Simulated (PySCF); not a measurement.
C₅H₁₃BF₂OSi.
Atom-mapped SMILES: `[CH3:1][Si:2]([CH3:3])([CH3:4])[O:5][CH2:6][CH2:7][B:8]([F:9])[F:10]` (hydrogens: H11, H12, H13 on C1; H14, H15, H16 on C3; H17, H18, H19 on C4; H20, H21 on C6; H22, H23 on C7)

Computed with PySCF at PBE0/pcSseg-1, non-relativistic, on one gas-phase PBE0-D3(BJ)/def2-SVP geometry that isn't relaxed in the solvent. The solvent is an IEF-PCM continuum (Bondi radii, 1.10 Å for H, scaled by 1.2). The model holds no explicit solvent molecules, cavitation or dispersion.

Gas phase at PBE0/pcSseg-1: HOMO -7.71 eV, LUMO 0.37 eV, dipole 1.82 D.

Task: What does the continuum do to the energy, the frontier levels and the dipole at PBE0/pcSseg-1 in cyclohexane and methanol?

Result: 
```tsv
solvent	ε	E(solvent) − E(gas) (kcal/mol)	polarisation term (kcal/mol)	distortion of the solute (kcal/mol)	HOMO (eV)	LUMO (eV)	dipole (D)
cyclohexane	2.017	-1.78	-1.82	0.04	-7.65	0.41	1.93
methanol	32.61	-4.51	-4.86	0.35	-7.60	0.46	2.09
```

The polarisation term is half the interaction of the solute with the surface charges that it induces; the rest is the cost of distorting the solute's density. The sum is the electrostatic part of solvation alone. From cyclohexane to methanol the lowering changes by a factor 2.54, Onsager's factor (ε − 1)/(2ε + 1) by 2.36 and ε itself by 16.2.

Task: Which radius a makes the point-dipole formula ΔE = −[(ε − 1)/(2ε + 1)]·μ²/a³ give the value in methanol, with the gas-phase dipole?

Result: μ = 0.717 au and |ΔE| = 0.00719 Eh give a = 1.72 Å; the farthest nucleus lies 5.15 Å from the centroid of the nuclei, so such a sphere wouldn't even hold the nuclei. The formula assumes a rigid point dipole at the centre of a sphere.

Task: Which Mulliken charges (PBE0/pcSseg-1) respond most in cyclohexane (means over atoms taken as equivalent)?

Result: 
```json
{"atoms": "O5", "environment": "silyl ether oxygen", "gas (e)": "-0.656", "solvent (e)": "-0.664", "change": "-0.008"}
{"atoms": "C1/C3/C4", "environment": "Si-methyl carbon", "gas (e)": "-0.644", "solvent (e)": "-0.651", "change": "-0.007"}
{"atoms": "F9/F10", "environment": "boron-bound fluorine", "gas (e)": "-0.289", "solvent (e)": "-0.294", "change": "-0.005"}
{"atoms": "B8", "environment": "three-coordinate boron", "gas (e)": "+0.747", "solvent (e)": "+0.752", "change": "+0.005"}
{"atoms": "H20/H21", "environment": "methylene hydrogen", "gas (e)": "+0.106", "solvent (e)": "+0.110", "change": "+0.004"}
{"atoms": "H22/H23", "environment": "methylene hydrogen", "gas (e)": "+0.153", "solvent (e)": "+0.157", "change": "+0.004"}
{"atoms": "C7", "environment": "sp3 carbon bound to boron", "gas (e)": "-0.491", "solvent (e)": "-0.494", "change": "-0.003"}
{"atoms": "H11 (×9)", "environment": "methyl hydrogen", "gas (e)": "+0.140", "solvent (e)": "+0.143", "change": "+0.003"}
{"atoms": "C6", "environment": "sp3 carbon bound to oxygen", "gas (e)": "+0.077", "solvent (e)": "+0.074", "change": "-0.003"}
{"atoms": "Si2", "environment": "oxygen-bound silicon", "gas (e)": "+1.053", "solvent (e)": "+1.055", "change": "+0.002"}
```

Task: How do the nuclear quadrupole coupling constants eQVzz/h respond in cyclohexane?

Result: 
```csv
nucleus,Q (barn),gas (MHz),solvent (MHz),η gas,η solvent
17O at O5,-0.0256,-10.37,-10.32,0.45,0.45
11B at B8,0.04059,3.64,3.65,0.66,0.67
```

Shape of the structure used: `[CH3:1][Si:2]([CH3:3])([CH3:4])[O:5][CH2:6][CH2:7][B:8]([F:9])[F:10]`: C1–Si2–O5–C6 -58°, Si2–O5–C6–C7 -178°, O5–C6–C7–B8 -177°, C6–C7–B8–F9 -177°.
